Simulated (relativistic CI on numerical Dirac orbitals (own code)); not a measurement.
**How well does a small relativistic CI reproduce Zr?**

Calculated at this level of theory: Dirac-Coulomb-Breit CI, KLI orbitals optimised for each configuration, model QED (radiative potential, 1s self-energy scaled to tabulated hydrogen-like ionisation energies), valence Slater integrals scaled by 0.85, P86 correlation estimate, and configurations built on the next ion tied to the tabulated ionisation energy (semi-empirical) (own radial code, finite nucleus).

CI space (outside the closed core [Kr]): 4d2 5s2, 4d3 5s, 4d2 5s 5p, 4d3 5p, 4d2 5s 5d, 4d2 5s 6s, 4d2 5s 6p, 4d2 5s 6d, 4d2 5s 7s, 4d2 5s 5f, 4d2 5s 6f, 4d4, 4d2 5p2, 4d 5s2 5p, 5s2 5p2, 4d2 5s 5g, 4d 5s2 6p, 4d3 5d, 4d 5s2 4f, 4d 5s 5p2, 4d3 4f, 4d 5s2 7s, 4d3 6s, 4d 5s2 6d. Levels of other configurations are missing.

| Configuration | Term (tabulated) | J | Measured (cm⁻¹) | Computed | Error | Purity (%) |
| --- | --- | --- | --- | --- | --- | --- |
| 4d2 5s2 | a 3F | 2 | 0.0 | 0 | 0 | 89 |
| 4d2 5s2 | a 3F | 3 | 570.4 | 511 | -60 | 90 |
| 4d2 5s2 | a 3F | 4 | 1240.8 | 1129 | -112 | 89 |
| 4d2 5s2 | a 3P | 0 | 4196.9 | 4492 | 295 | 72 |
| 4d2 5s2 | a 3P | 1 | 4376.3 | 4642 | 265 | 72 |
| 4d3 5s | a 5F | 1 | 4870.5 | 5909 | 1039 | 98 |
| 4d3 5s | a 5F | 2 | 5023.4 | 6029 | 1005 | 98 |
| 4d3 5s | a 5F | 3 | 5249.1 | 6205 | 956 | 98 |
| 4d3 5s | a 5F | 4 | 5540.5 | 6437 | 896 | 98 |
| 4d3 5s | a 5F | 5 | 5888.9 | 6720 | 831 | 98 |
| 4d2 5s2 | a 1G | 4 | 8057.3 | 8698 | 641 | 78 |
| 4d3 5s | a 5P | 1 | 10885.4 | 12365 | 1480 | 97 |
| 4d3 5s | a 5P | 2 | 11016.6 | 12476 | 1459 | 96 |
| 4d3 5s | a 5P | 3 | 11258.4 | 12671 | 1413 | 97 |
| 4d3 5s | b 3F | 2 | 11640.7 | 13316 | 1675 | 86 |
| 4d3 5s | b 3F | 3 | 11956.3 | 13620 | 1664 | 84 |
| 4d3 5s | b 3F | 4 | 12342.4 | 14029 | 1687 | 81 |
| 4d3 5s | a 3D | 1 | 14123.0 | 16488 | 2365 | 87 |
| 4d3 5s | a 3D | 2 | 14348.8 | 16659 | 2310 | 88 |
| 4d3 5s | a 3D | 3 | 14697.0 | 16944 | 2247 | 91 |
| 4d2 5s 5p | z 5G° | 2 | 14783.5 | 14034 | -750 | 92 |
| 4d2 5s 5p | z 5G° | 3 | 15201.3 | 14378 | -824 | 95 |
| 4d2 5s 5p | z 5G° | 4 | 15720.4 | 14816 | -905 | 97 |
| 4d2 5s 5p | z 5G° | 5 | 16317.0 | 15338 | -979 | 98 |
| 4d2 5s 5p | z 5F° | 1 | 16786.9 | 15947 | -840 | 90 |
| 4d2 5s 5p | z 3F° | 3 | 16843.9 | 16589 | -255 | 56 |
| 4d2 5s 5p | z 5G° | 6 | 16978.3 | 15935 | -1043 | 98 |
| 4d2 5s 5p | z 5F° | 2 | 17059.6 | 16144 | -916 | 79 |
| 4d2 5s 5p | z 5F° | 3 | 17422.2 | 16402 | -1020 | 93 |
| 4d2 5s 5p | z 3F° | 4 | 17556.3 | 17278 | -278 | 62 |
| 4d2 5s 5p | z 5F° | 4 | 17833.7 | 16745 | -1089 | 93 |
| 4d2 5s 5p | z 5F° | 5 | 18276.9 | 17156 | -1121 | 93 |
| 4d2 5s 5p | z 5D° | 0 | 18976.4 | 18047 | -930 | 90 |
| 4d2 5s 5p | z 5D° | 1 | 19096.5 | 18162 | -935 | 87 |
| 4d2 5s 5p | z 5D° | 2 | 19323.8 | 18383 | -941 | 81 |
| 4d2 5s 5p | z 5D° | 3 | 19625.6 | 18670 | -956 | 74 |
| 4d2 5s 5p | z 5D° | 4 | 19833.8 | 18784 | -1049 | 92 |
| 4d2 5s 5p | z 3G° | 3 | 21849.3 | 22227 | 378 | 85 |
| 4d2 5s 5p | z 3G° | 4 | 22144.1 | 22470 | 326 | 84 |
| 4d2 5s 5p | z 3G° | 5 | 22563.9 | 22811 | 247 | 83 |
| 4d3 5p | y 5G° | 5 | 26765.7 | 24981 | -1784 | 99 |
| 4d2 5s 5p | x 3F° | 4 | 26938.4 | 24104 | -2835 | 64 |
| 4d3 5p | y 5G° | 6 | 27214.9 | 25428 | -1786 | 99 |
| 4d2 5s 5p | x 3G° | 4 | 28749.8 | 26200 | -2550 | 57 |
| 4d2 5s 5p | x 3G° | 5 | 29001.7 | 26587 | -2415 | 60 |
| 4d3 5p | y 5F° | 4 | 29122.7 | 27700 | -1423 | 92 |
| 4d3 5p | y 5F° | 5 | 29535.5 | 28041 | -1494 | 91 |
| 4d3 5p | x 5D° | 3 | 30087.3 | 29330 | -757 | 75 |

Measured levels from NIST Handbook of Basic Atomic Spectroscopic Data (Sansonetti and Martin, J. Phys. Chem. Ref. Data 34, 1559 (2005)); pairs were made by configuration, J and term (by order where the table uses no LS term), so strongly mixed levels may be paired wrongly.

Mean error by configuration (cm⁻¹): 4d2 5s2 206; 4d3 5s 1502; 4d2 5s 5p -943; 4d3 5p -1449. Over the excited levels the mean absolute error is 1132 cm⁻¹ (47 of the 62 excited levels that our extract of the source holds in range could be paired, and the others can miss by more), and the median relative error of those above 1,000 cm⁻¹ is 6.1 %. Some levels of the ground configuration have no partner.

Transition probabilities of persistent lines. The last column rescales the computed rate by the cube of measured over computed energy:

| λ measured (Å) | Lower | Upper | A tabulated (s⁻¹) | A computed | A rescaled |
| --- | --- | --- | --- | --- | --- |
| 3601.19 air | 4d2 5s2 a 3F_4 | 4d2 5s 5p x 3G°_5 | 1.33e+08 | 2.09e+07 | 2.70e+07 |
| 4072.70 air | 4d3 5s a 5F_4 | 4d3 5p x 5D°_3 | 1.19e+08 | 1.19e+08 | 1.46e+08 |
| 4687.80 air | 4d3 5s a 5F_5 | 4d3 5p y 5G°_6 | 8.50e+07 | 7.48e+07 | 1.11e+08 |
| 4710.07 air | 4d3 5s a 5F_4 | 4d3 5p y 5G°_5 | 6.40e+07 | 6.51e+07 | 9.77e+07 |
| 6127.46 air | 4d2 5s2 a 3F_4 | 4d2 5s 5p z 3F°_4 | 1.70e+06 | 3.10e+06 | 3.20e+06 |
